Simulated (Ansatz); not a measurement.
`BC[SiH2]F` + `O[SiH](S)[SiH2][SiH3]` → `BC[SiH2]S` + `O[SiH](F)[SiH2][SiH3]`  (redistribution)

Program: Ansatz. Geometries: PBE0-D4/def2-TZVP. ΔE: electronic, gas phase. CBS: MP2 limit from def2 TZ/QZ plus the TZ coupled-cluster correction, frozen cores. Functionals use def2-TZVPP. HSE06 is defined as in plane-wave codes. Each species was taken in one conformer, which may not be the lowest.

`BC[SiH2]F`:

```xyz
10

B     0.424    0.581   -1.412
C     0.734   -0.182   -0.114
Si   -0.764   -0.262    1.004
F    -0.343   -1.061    2.327
H     0.565    1.768   -1.471
H    -0.013    0.008   -2.368
H     1.493    0.304    0.509
H     0.990   -1.236   -0.275
H    -1.880   -1.006    0.374
H    -1.208    1.088    1.425
```

`O[SiH](S)[SiH2][SiH3]`:

```xyz
13

O    -1.669    0.181   -2.312
Si   -0.586    0.597   -1.144
S     1.417    0.810   -1.892
Si   -0.559   -1.107    0.450
Si    0.920   -0.492    2.154
H    -1.660    0.686   -3.128
H    -0.925    1.919   -0.548
H     1.360    2.150   -1.969
H    -0.100   -2.371   -0.191
H    -1.928   -1.319    0.998
H     0.837   -1.443    3.296
H     2.313   -0.480    1.637
H     0.580    0.869    2.649
```

`BC[SiH2]S`:

Z-matrix (Å, degrees):
```
C
Si 1 1.889
B 1 1.535 2 108.0
H 1 1.095 2 103.9 3 -121.6
H 1 1.094 2 104.3 3 122.7
S 2 2.139 1 111.6 3 -173.6
H 2 1.483 1 111.5 3 -58.0
H 2 1.484 1 109.7 3 63.8
H 3 1.197 1 120.6 2 90.2
H 3 1.198 1 120.7 2 -86.1
H 6 1.344 2 94.8 1 -64.3
```

`O[SiH](F)[SiH2][SiH3]`:

Cartesian coordinates in Å:
```
O -0.794 0.632 2.866
Si -0.994 -0.021 1.380
F -0.899 -1.620 1.464
Si 0.640 0.659 -0.159
Si 0.504 -0.592 -2.130
H 0.083 0.630 3.254
H -2.381 0.316 0.988
H 0.451 2.109 -0.451
H 1.987 0.486 0.460
H 1.486 -0.103 -3.135
H -0.864 -0.473 -2.701
H 0.781 -2.022 -1.836
```

| level | ΔE (kJ/mol) |
| --- | --- |
| PBE-D4 | -6.4 |
| BLYP-D4 | -5.2 |
| HSE06-D4 | -5.4 |
| B2PLYP | -6.1 |
| r2SCAN | -7.0 |
| r2SCANh | -6.6 |
| BHLYP | -6.3 |
| HF/def2-SVP | -5.1 |

Task: What does CCSD(T)/CBS give? (Best estimate.)

Result: Computed: -4.4 kJ/mol. The listed levels differ from it by -2.0, -0.8, -1.0, -1.7, -2.6, -2.2, -1.9, -0.7 kJ/mol.

Largest T1 diagnostic among the species: 0.013.

Leaving LDA and LC-ωPBE aside and taking each functional with its dispersion term where it has one, the values, not all of them listed here, spread over 3.3 kJ/mol, from PBE-D4 to BHLYP-D4. The D4 term adds +3.1 kJ/mol with B3LYP and +1.8 kJ/mol with PBE0; it sums over pairs of atoms, weighted by their polarisabilities, and B3LYP, whose exchange is more repulsive, gets the larger term.

B3LYP here is the variant with VWN-RPA as its local correlation; programs differ in this.
